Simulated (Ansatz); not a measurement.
One change: `CC[Si]N` becomes `CC[Si]SC`.

Ansatz, PBE0-D4/def2-TZVP geometries, multiplicity 1. Each molecule was computed in one conformer, which needn't be the lowest.

```tsv
property	`CC[Si]N`
size of the dipole moment (PBE/def2-TZVPP) / D	2.01
size of the dipole moment (B3LYP/def2-TZVPP) / D	1.88
HOMO–LUMO gap (PBE/def2-TZVPP) / eV	3.06
LUMO energy (PBE0/def2-TZVPP) / eV	-0.99
LUMO energy (B3LYP/def2-TZVPP) / eV	-1.17
HOMO energy (B3LYP/def2-TZVPP) / eV	-5.76
```

Q: Give the same properties after the change, and the shifts. (An estimate is asked.)

A: Computed: 
```json
{"property": "size of the dipole moment (PBE/def2-TZVPP) / D", "`CC[Si]SC`": "2.73", "shift": "0.72"}
{"property": "size of the dipole moment (B3LYP/def2-TZVPP) / D", "`CC[Si]SC`": "2.63", "shift": "0.75"}
{"property": "HOMO–LUMO gap (PBE/def2-TZVPP) / eV", "`CC[Si]SC`": "2.55", "shift": "-0.51"}
{"property": "LUMO energy (PBE0/def2-TZVPP) / eV", "`CC[Si]SC`": "-1.90", "shift": "-0.91"}
{"property": "LUMO energy (B3LYP/def2-TZVPP) / eV", "`CC[Si]SC`": "-2.06", "shift": "-0.89"}
{"property": "HOMO energy (B3LYP/def2-TZVPP) / eV", "`CC[Si]SC`": "-6.09", "shift": "-0.33"}
```

With PBE0 the HOMO falls by 0.34 eV and the LUMO falls by 0.91 eV, so the gap narrows by about 0.57 eV. PBE moves the HOMO by -0.36 eV and ωB97M-V by -0.32 eV. The zero-point energy changes by 34.1 kJ/mol with +6 modes. Dipoles are sizes alone; their direction can turn.

B3LYP here is the variant with VWN-RPA as its local correlation; programs differ in this.
